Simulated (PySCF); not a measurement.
## [Y(OH)4]− at several levels of theory

Computed with PySCF 2.14.0 (density fitting, no spin-orbit coupling) at the geometry relaxed with PBE0:

```xyz
9
[Y(OH)4]− (singlet)
Y     0.0000    0.0000    0.0003
O     1.1623    1.3361    1.1707
H     2.1103    1.4796    1.1889
O    -1.1623   -1.3361    1.1707
H    -2.1103   -1.4796    1.1889
O     1.3358   -1.1626   -1.1703
H     1.4763   -2.1112   -1.1895
O    -1.3358    1.1626   -1.1703
H    -1.4763    2.1112   -1.1895
```

```csv
level,basis,state,HOMO (eV),gap (eV),charge on Y1 (e),dipole about the centre of mass (D),largest force component (eV/Å)
PBE0,"Y def2-SVP with ECP28, O def2-SVP, H def2-SVP",singlet,-2.54,6.36,0.64,0.00,0.02
HF,the same,singlet,-6.93,12.49,1.23,0.00,1.29
PBE0,"Y def2-TZVP with ECP28, O def2-TZVP, H def2-TZVP",singlet,-2.91,6.60,1.29,0.00,0.29
```

Charges are Mulliken's, which hang on the basis. The relaxation used the grid (50, 194), these runs (75, 302) or, all-electron (x2c bases, spin-free X2C Hamiltonian), (99, 590).

**Question.** What does M06-L with Y def2-SVP with ECP28, O def2-SVP, H def2-SVP give here?

**Answer.** state singlet, HOMO (eV) -1.00, gap (eV) 5.41, charge on Y1 (e) 0.85, dipole about the centre of mass (D) 0.00, largest force component (eV/Å) 0.20. Time: 8.2 s on 2 threads of Arm Neoverse V1 (shared host), from an already converged density.

In the first row's basis the gap widens with exact exchange: 5.4 eV for M06-L (none); 6.4 eV for PBE0 (a fixed share); 12.5 eV for Hartree–Fock (rising or full at long range).
